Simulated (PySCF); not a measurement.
Orbital picture of SnPb

r²SCAN at R = 2.830 Å; Sn aug-cc-pVDZ-PP with ECP28, Pb aug-cc-pVDZ-PP with ECP60; scalar-relativistic core potentials (PySCF 2.14). State: ³Σ⁻ (triplet), unpaired electrons π ↑↑. Only the outer orbitals are listed, counted within each symmetry, core potentials removing the inner ones.

```json
{"spin": "α", "orbital": "7σ", "occ.": "1", "ε (eV)": "-13.33", "on Sn (%)": "27", "main shells (%)": "72 Pb s, 23 Sn s"}
{"spin": "α", "orbital": "8σ", "occ.": "1", "ε (eV)": "-10.41", "on Sn (%)": "71", "main shells (%)": "70 Sn s, 23 Pb s"}
{"spin": "α", "orbital": "5π", "occ.": "1", "ε (eV)": "-5.02", "on Sn (%)": "52", "main shells (%)": "50 Sn p, 46 Pb p"}
{"spin": "α", "orbital": "5π", "occ.": "1", "ε (eV)": "-5.02", "on Sn (%)": "52", "main shells (%)": "50 Sn p, 46 Pb p"}
{"spin": "α", "orbital": "9σ", "occ.": "1", "ε (eV)": "-4.68", "on Sn (%)": "53", "main shells (%)": "49 Sn p, 45 Pb p"}
{"spin": "α", "orbital": "6π", "occ.": "0", "ε (eV)": "-2.91", "on Sn (%)": "49", "main shells (%)": "52 Pb p, 49 Sn p"}
{"spin": "α", "orbital": "6π", "occ.": "0", "ε (eV)": "-2.91", "on Sn (%)": "49", "main shells (%)": "52 Pb p, 49 Sn p"}
{"spin": "α", "orbital": "10σ", "occ.": "0", "ε (eV)": "-0.32", "on Sn (%)": "64", "main shells (%)": "72 Sn p, 66 Pb p"}
{"spin": "β", "orbital": "7σ", "occ.": "1", "ε (eV)": "-12.48", "on Sn (%)": "24", "main shells (%)": "75 Pb s, 21 Sn s"}
{"spin": "β", "orbital": "8σ", "occ.": "1", "ε (eV)": "-9.59", "on Sn (%)": "73", "main shells (%)": "70 Sn s, 19 Pb s"}
{"spin": "β", "orbital": "9σ", "occ.": "1", "ε (eV)": "-4.36", "on Sn (%)": "53", "main shells (%)": "49 Sn p, 44 Pb p"}
{"spin": "β", "orbital": "5π", "occ.": "0", "ε (eV)": "-3.53", "on Sn (%)": "49", "main shells (%)": "50 Pb p, 49 Sn p"}
{"spin": "β", "orbital": "5π", "occ.": "0", "ε (eV)": "-3.53", "on Sn (%)": "49", "main shells (%)": "50 Pb p, 49 Sn p"}
{"spin": "β", "orbital": "6π", "occ.": "0", "ε (eV)": "-1.77", "on Sn (%)": "51", "main shells (%)": "49 Sn p, 48 Pb p"}
```

Q: Which are the highest filled and the lowest empty level, where do they sit, and how wide is the gap?

A: Highest filled β 9σ at -4.36 eV (in %: 49 Sn p, 44 Pb p); lowest empty β 5π at -3.53 eV (in %: 50 Pb p, 49 Sn p); the gap at r²SCAN is 0.83 eV.

| Property | Result |
| --- | --- |
| bond order (Mayer) | 2.07 |
| ⟨S²⟩ | 2.007 |
| charge on Sn (Mulliken, basis-dependent) | -0.04 |
| charge on Sn (Löwdin, basis-dependent) | -0.04 |
| dipole moment (positive dipole means Sn(−)Pb(+)) | 0.67 D |

Spin–orbit coupling is left out, which matters for elements this heavy, above all for dissociation energies. The state is the lowest determinant that a PBE0 search found; another state may lie lower at other levels.
